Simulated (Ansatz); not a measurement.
Consider the silylene formation by 1,1-elimination: `C[SiH](F)CF` → `CF` + `C[Si]F`.

Calculated with Ansatz (gas phase, PBE0-D4/def2-TZVP geometries, no zero-point term in ΔE). CCSD(T)/CBS is the MP2 limit (def2-TZVPP, def2-QZVPP) plus CCSD(T) − MP2 in def2-TZVPP, frozen cores. This one scheme is used for every species. Functionals use def2-TZVPP. One conformer a species, not always the lowest.

```csv
level,ΔE (kJ/mol),difference from CCSD(T)/CBS
PBE-D4,175.6,-4.0
r2SCAN-D4,196.7,17.1
B2PLYP,172.5,-7.1
PBE,167.9,-11.7
HF/def2-TZVPP,171.1,-8.5
CCSD/def2-TZVPP,174.4,-5.2
CCSD(T)/def2-TZVPP,175.8,-3.8
HF/def2-QZVPP,170.0,-9.6
HF/CBS(def2),169.9,-9.7
MP2/CBS(def2),193.2,13.6
CCSD(T)/CBS,179.6,0
```

Largest T1 diagnostic among the species: 0.014.

In def2-TZVPP, CCSD(T) changes the Hartree–Fock value by +4.7 kJ/mol (the triples alone add +1.3 kJ/mol) and MP2 by +18.3 kJ/mol. From PBE to PBE0 (25 % exact exchange), in def2-TZVPP and without D4, ΔE moves by +13.5 kJ/mol. The D4 term adds +12.1 kJ/mol with B3LYP and +6.7 kJ/mol with PBE0; it sums over pairs of atoms, weighted by their polarisabilities, and B3LYP, whose exchange is more repulsive, gets the larger term.

B3LYP here is the variant with VWN-RPA as its local correlation; programs differ in this.
